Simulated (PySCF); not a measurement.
C₅H₇F, SMILES C=C(F)/C=C/C.

The structure is a stationary point at r2SCAN-D4/def2-SVP. The values are those of a single conformer.

Method: SMD-B3LYP/def2-SVP (PySCF).

Solvation free energies are E(SMD) − E(gas) at the gas-phase geometry, for 1 M in both phases. In vacuum the dipole moment is 1.56 D.

```tsv
solvent	ΔG(solv) (kcal/mol)	its non-electrostatic (CDS) part	dipole (D)
water	1.3	4.6	2.02
chlorobenzene	-3.6	-1.2	1.91
N,N-dimethylformamide	-2.3	0.9	2.01
```
